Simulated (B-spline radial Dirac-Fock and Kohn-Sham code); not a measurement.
## Relativistic shifts of the levels of Pd¹²⁺

System: palladium as Pd¹²⁺ in the configuration [Ar] 3d10 4s2 4p4.

Both columns are ΔSCF binding energies of the configuration average from an atomic code on a B-spline grid: non-relativistic Hartree-Fock with a point nucleus, and Dirac-Fock with a finite nucleus and the Coulomb interaction alone, averaged over the two j levels with weights 2j+1.

```csv
shell,Hartree-Fock (eV),Dirac-Fock (eV),shift (eV),shift (%)
1s,23983.5,24709.1,+725.51,+3.03
2s,3728.0,3902.8,+174.82,+4.69
3s,912.6,948.3,+35.78,+3.92
3d,616.4,611.2,-5.25,-0.85
4s,322.1,330.2,+8.09,+2.51
4p,285.5,287.8,+2.27,+0.79
```

Relativity binds 1s, 2s, 3s, 4s, 4p more strongly, among those listed most of all 2s in relative terms, and 3d more weakly, because the contracted s and p shells screen the nucleus better.

Values without a named source are computed, but for edge energies of neutral atoms, which are taken from tables.
